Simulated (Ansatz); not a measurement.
`C=[N][SbH][OH]` + `[SiH3]NCS` → `[OH][SbH][NH][SiH3]` + `C=NCS`  (formal exchange of groups at the Sb–N bond)

Calculated with Ansatz (gas phase, PBE0-D4/def2-TZVP geometries, no zero-point term in ΔE). CCSD(T)/CBS is the MP2 limit (def2-TZVPP, def2-QZVPP) plus CCSD(T) − MP2 in def2-TZVPP, frozen cores. DFT in def2-TZVPP. B3LYP here is the variant with VWN-RPA as its local correlation; programs differ in this. Elements past krypton have def2 core potentials. For Sb outer-core shells are correlated without core-valence functions, which leaves a few kJ/mol of doubt a bond. Each species was taken in one conformer, which may not be the lowest.

```csv
level,ΔE (kJ/mol)
r2SCAN-D4,-30.2
B3LYP-D4,-28.4
B3LYP,-28.7
HF/def2-QZVPP,-36.0
```

What does CCSD(T)/CBS give? (Best estimate.)

The calculation gave: -35.3 kJ/mol. The listed levels differ from it by 5.1, 6.9, 6.6, -0.7 kJ/mol.

Largest T1 diagnostic among the species: 0.015.

From PBE to PBE0 (25 % exact exchange), in def2-TZVPP and without D4, ΔE moves by −3.0 kJ/mol.
